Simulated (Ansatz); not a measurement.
Wavefunction ladder for `C[Si](C)(C)[SnH3]`

Z-matrix (Å, degrees):
```
C
Si 1 1.877
H 1 1.093 2 111.3
H 1 1.093 2 111.3 3 120.5
H 1 1.094 2 110.3 3 -119.8
C 2 1.877 1 109.9 3 -179.7
C 2 1.877 1 109.9 3 59.2
Sn 2 2.572 1 109.1 3 -60.3
H 6 1.093 2 111.3 1 59.2
H 6 1.093 2 111.3 1 179.7
H 6 1.094 2 110.3 1 -60.5
H 7 1.093 2 111.3 1 -59.2
H 7 1.094 2 110.3 1 60.5
H 7 1.093 2 111.3 1 -179.7
H 8 1.714 2 112.2 1 -59.9
H 8 1.714 2 112.2 1 60.1
H 8 1.714 2 112.2 1 -179.9
```

Charge 0, multiplicity 1. Correlated methods include outer-core shells of Sn, which these sets cover unevenly. Sn takes the def2 core potential. The geometry is a stationary point of PBE0-D4/def2-TZVP. Frozen core, restricted reference, Ansatz 0.2.0.

```
     basis     HF (Eh)  MP2 corr.  CCSD corr.       (T)  CCSD(T) total
  def2-SVP           ?          ?    -0.74194  -0.02153              ?
def2-TZVPP  -622.94625          ?           –         –              –
def2-QZVPP  -622.96263          ?           –         –              –
```

**Question.** Fill in the withheld values. (An estimate is asked.)

**Answer.** The calculation gave: def2-SVP HF (Eh): -622.70193; def2-SVP MP2 corr.: -0.65963; def2-SVP CCSD(T) total: -623.46540; def2-TZVPP MP2 corr.: -1.00616; def2-QZVPP MP2 corr.: -1.26139.
